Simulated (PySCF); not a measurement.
C2H10N2O2Sn (SMILES C[NH][Sn]([OH])([OH])[NH]C), singlet, at a GFN2-xTB geometry (such geometries of metal compounds can be far from the true shape) (all electrons, no relativity); PySCF with CASSCF(4,5)/STO-3G.

Input for PySCF:
```python
from pyscf import gto, scf, mcscf
import numpy

mol = gto.M(
    atom='''
C     2.798305   -0.633311    0.899578
N     1.596440   -1.197277    0.315443
Sn    0.007617    0.049167   -0.092950
O    -0.715500   -0.543376   -1.807193
O     0.901650    1.744889   -0.464255
N    -1.700646    0.524681    0.956093
C    -2.926375   -0.193323    0.663165
H     2.707520   -0.391705    1.961312
H     3.600593   -1.362313    0.775761
H     3.061938    0.268292    0.356805
H     1.293720   -1.982736    0.886470
H    -0.034399   -0.782766   -2.436380
H     0.291687    2.443442   -0.703111
H    -1.526768    0.478518    1.957238
H    -2.955523   -1.209038    1.064874
H    -3.057346   -0.238652   -0.412839
H    -3.753640    0.374464    1.091757
''',
    basis='sto-3g',
    charge=0,
    spin=0,
    verbose=4,
)

mf = scf.RHF(mol)
mf.kernel()
mc = mcscf.CASSCF(mf, 5, 4)
mc.fix_spin_(ss=0.0)
mc.kernel()
occ = numpy.linalg.eigvalsh(mc.fcisolver.make_rdm1(mc.ci, mc.ncas, mc.nelecas))[::-1]
ss = mc.fcisolver.spin_square(mc.ci, mc.ncas, mc.nelecas)[0]
print('natural occupations', occ.round(4), ' <S^2>', round(ss, 4))
```

**Question.** Predict the main parts of the log of this PySCF run.

**Answer.** 
```
PySCF version 2.14.0

[INPUT] verbose = 4
[INPUT] num. atoms = 17
[INPUT] num. electrons = 102
[INPUT] charge = 0
[INPUT] spin (= nelec alpha-beta = 2S) = 0
[INPUT] symmetry False subgroup None
[INPUT] Mole.unit = angstrom
[INPUT] Symbol           X                Y                Z      unit          X                Y                Z       unit  Magmom
[...]
nuclear repulsion = 805.578574553916
number of shells = 39
number of NR pGTOs = 201
number of NR cGTOs = 67
basis = sto-3g
ecp = {}

******** <class 'pyscf.scf.hf.RHF'> ********
method = RHF
initial guess = minao
damping factor = 0
level_shift factor = 0
DIIS = <class 'pyscf.scf.diis.CDIIS'>
diis_start_cycle = 1
diis_space = 8
diis_damp = 0
SCF conv_tol = 1e-09
SCF conv_tol_grad = None
SCF max_cycles = 50
direct_scf = True
direct_scf_tol = 1e-13
Set gradient conv threshold to 3.16228e-05
Initial guess from minao.
init E= -6282.78485698249
[...]
cycle= 1 E= -6298.88689304161  delta_E= -16.1  |g|= 0.739  |ddm|= 5.02
[...]
cycle= 2 E= -6299.11140237834  delta_E= -0.225  |g|= 0.142  |ddm|= 1.31
[...]
cycle= 3 E= -6299.12116030175  delta_E= -0.00976  |g|= 0.037  |ddm|= 0.286
[...]
cycle= 4 E= -6299.12212301474  delta_E= -0.000963  |g|= 0.00985  |ddm|=  0.1
[...]
cycle= 5 E= -6299.12222029887  delta_E= -9.73e-05  |g|= 0.00263  |ddm|= 0.0382
[...]
cycle= 6 E= -6299.12222870679  delta_E= -8.41e-06  |g|= 0.000809  |ddm|= 0.0121
[...]
cycle= 7 E= -6299.12222933185  delta_E= -6.25e-07  |g|= 0.000166  |ddm|= 0.0035
[...]
cycle= 8 E= -6299.12222936008  delta_E= -2.82e-08  |g|= 3.71e-05  |ddm|= 0.00068
[...]
cycle= 9 E= -6299.12222936145  delta_E= -1.37e-09  |g|= 7.66e-06  |ddm|= 0.00015
[...]
cycle= 10 E= -6299.12222936151  delta_E= -6e-11  |g|= 2.06e-06  |ddm|= 2.53e-05
[...]
Extra cycle  E= -6299.12222936157  delta_E= -5.64e-11  |g|= 8.93e-07  |ddm|= 5.17e-06
converged SCF energy = -6299.12222936157

******** <class 'pyscf.mcscf.mc1step.CASSCF'> ********
CAS (2e+2e, 5o), ncore = 49, nvir = 13
max_cycle_macro = 50
max_cycle_micro = 4
conv_tol = 1e-07
conv_tol_grad = None
orbital rotation max_stepsize = 0.02
orbital rotation threshold for CI restart = 0.01
augmented hessian ah_max_cycle = 30
augmented hessian ah_conv_tol = 1e-12
augmented hessian ah_linear dependence = 1e-14
augmented hessian ah_level shift = 1e-08
augmented hessian ah_start_tol = 2.5
augmented hessian ah_start_cycle = 3
augmented hessian ah_grad_trust_region = 3
kf_trust_region = 3
kf_interval = 4
ci_response_space = 4
ci_grad_trust_region = 3
[...]
CASCI E = -6299.12572530951  S^2 = 0.0000000
[...]
macro iter   3 ( 21 JK    4 micro), CASSCF E = -6299.14169950411  dE = -6.28441984e-03  S^2 = 0.0000000
               |grad[o]|=0.0158  |grad[c]|=0.0269  |ddm|=0.0119  |maxRot[o]|=0.314
macro iter   4 ( 21 JK    4 micro), CASSCF E = -6299.14742094116  dE = -5.72143705e-03  S^2 = 0.0000000
               |grad[o]|=0.0155  |grad[c]|=0.0246  |ddm|=0.013  |maxRot[o]|=0.314
macro iter   5 ( 21 JK    4 micro), CASSCF E = -6299.15002327680  dE = -2.60233564e-03  S^2 = 0.0000000
               |grad[o]|=0.0108  |grad[c]|=0.0146  |ddm|=0.00793  |maxRot[o]|=0.253
macro iter   6 ( 21 JK    4 micro), CASSCF E = -6299.15046514154  dE = -4.41864747e-04  S^2 = 0.0000000
               |grad[o]|=0.00436  |grad[c]|=0.00609  |ddm|=0.00509  |maxRot[o]|= 0.31
macro iter   7 ( 13 JK    4 micro), CASSCF E = -6299.15055358160  dE = -8.84400588e-05  S^2 = 0.0000000
               |grad[o]|=0.00183  |grad[c]|=0.00331  |ddm|=0.00293  |maxRot[o]|=0.125
macro iter   8 ( 13 JK    3 micro), CASSCF E = -6299.15059584062  dE = -4.22590138e-05  S^2 = 0.0000000
               |grad[o]|=0.00106  |grad[c]|=0.00144  |ddm|=0.000936  |maxRot[o]|=0.132
macro iter   9 ( 21 JK    4 micro), CASSCF E = -6299.15067757230  dE = -8.17316804e-05  S^2 = 0.0000000
               |grad[o]|=0.000379  |grad[c]|=0.00244  |ddm|=0.000345  |maxRot[o]|=0.311
macro iter  10 ( 21 JK    4 micro), CASSCF E = -6299.15080249340  dE = -1.24921103e-04  S^2 = 0.0000000
               |grad[o]|=0.00043  |grad[c]|=0.0019  |ddm|=0.00105  |maxRot[o]|=0.304
macro iter  11 ( 11 JK    3 micro), CASSCF E = -6299.15081930496  dE = -1.68115575e-05  S^2 = 0.0000000
               |grad[o]|=0.000457  |grad[c]|=0.000654  |ddm|=0.0013  |maxRot[o]|=0.113
macro iter  12 (  5 JK    1 micro), CASSCF E = -6299.15081946878  dE = -1.63821824e-07  S^2 = 0.0000000
               |grad[o]|=7.43e-05  |grad[c]|=0.000171  |ddm|=0.000114  |maxRot[o]|=0.00771
macro iter  13 (  3 JK    1 micro), CASSCF E = -6299.15081948058  dE = -1.18016033e-08  S^2 = 0.0000000
               |grad[o]|=4.02e-05  |grad[c]|=7.23e-05  |ddm|=3.69e-05  |maxRot[o]|=0.00205
1-step CASSCF converged in  13 macro (213 JK  44 micro) steps
CASSCF canonicalization
Density matrix diagonal elements [1.97483534e+00 1.96731489e+00 4.02069016e-02 1.69513523e-02
 6.91515620e-04]
CASSCF energy = -6299.15081948058
CASCI E = -6299.15081948058  E(CI) = -3.72547991877764  S^2 = 0.0000000
natural occupations [1.9762e+00 1.9682e+00 3.9000e-02 1.6100e-02 6.0000e-04]  <S^2> 0.0
```
